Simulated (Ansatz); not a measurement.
Consider the formal hydrolysis of the Al–N bond: `O=C=[N][AlH][Cl]` + H₂O → `[OH][AlH][Cl]` + `N=C=O`.

Computed with Ansatz on PBE0-D4/def2-TZVP structures; ΔE is electronic, products minus reactants. CCSD(T)/CBS is the MP2 limit (def2-TZVPP, def2-QZVPP) plus CCSD(T) − MP2 in def2-TZVPP, frozen cores. This one scheme is used for every species. Functionals use def2-TZVPP. B3LYP here is the variant with VWN-RPA as its local correlation; programs differ in this. Each species was taken in one conformer, which may not be the lowest.

`O=C=[N][AlH][Cl]`:

```xyz
6

O    -0.482   -1.675   -2.361
C    -0.358   -1.027   -1.402
N    -0.244   -0.366   -0.412
Al    0.095    0.648    0.982
Cl    1.961    1.568    1.088
H    -0.972    0.851    2.105
```

H₂O:

Z-matrix (Å, degrees):
```
O
H 1 0.960
H 1 0.960 2 105.1
```

`[OH][AlH][Cl]`:

Z-matrix (Å, degrees):
```
Al
O 1 1.684
Cl 1 2.096 2 119.8
H 1 1.563 2 119.3 3 180.0
H 2 0.956 1 124.3 3 0.0
```

`N=C=O`:

Cartesian coordinates in Å:
```
N -0.686 -0.278 0.195
C 0.481 0.017 0.099
O 1.624 0.220 0.120
H -1.419 0.041 -0.413
```

| level | ΔE (kJ/mol) |
| --- | --- |
| B3LYP-D4 | 2.4 |
| CAM-B3LYP-D4 | 1.0 |
| r2SCAN | -1.0 |
| PBE0 | 3.0 |
| LC-ωPBE | 1.2 |
| CCSD(T)/def2-SVP | 7.8 |
| CCSD(T)/def2-TZVPP | 4.4 |
| CCSD/CBS(def2) | 7.2 |

What does CCSD(T)/CBS give? (Estimate.)

Computed: +5.8 kJ/mol. The listed levels differ from it by -3.4, -4.8, -6.8, -2.8, -4.6, 2.0, -1.4, 1.4 kJ/mol.

Largest T1 diagnostic among the species: 0.018.

From PBE to PBE0 (25 % exact exchange), in def2-TZVPP and without D4, ΔE moves by +6.3 kJ/mol. In def2-TZVPP, CCSD(T) changes the Hartree–Fock value by −8.4 kJ/mol (the triples alone add −1.4 kJ/mol) and MP2 by −7.2 kJ/mol.
